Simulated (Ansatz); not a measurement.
System: CH$_{4}$B (charge 0, doublet). It need not be the lowest isomer of its formula. SMILES: [BH]C
Geometry: optimised at B3LYP-D3(BJ)/def2-TZVP (Ansatz, an electronic-structure program).

Property: atomisation energy (electronic, to ground-state atoms), in kJ/mol. Valence correlation only, unless marked. Open shells are spin-unrestricted. Spin-orbit coupling is left out. Non-relativistic. FCI takes restricted orbitals. The coupled-cluster limit lacks core correlation, which all-electron functionals hold. CBS(X,Y): correlation extrapolated as X^-3; Hartree-Fock from the larger set.

```csv
level,program,atomisation energy (kJ/mol)
BLYP-D3(BJ)/def2-TZVPD,Ansatz + dftd3,2007.4
PBE0-D3(BJ)/def2-TZVPD,Ansatz + dftd3,2027.4
LC-wPBE/def2-TZVPD,Ansatz,2016.2
B2GP-PLYP-D4/def2-TZVPD,Ansatz + dftd4,1989.2
CCSD/cc-pVQZ,Ansatz,___
FCI/STO-3G,Ansatz,2195.5
"CCSD(T)/CBS(def2-TZVPPD,def2-QZVPPD)",Ansatz,___
```

Question: Some entries are withheld; supply them.

Answer: 
- CCSD/cc-pVQZ, atomisation energy (kJ/mol): 1962.7
- CCSD(T)/CBS(def2-TZVPPD,def2-QZVPPD), atomisation energy (kJ/mol): 1994.6
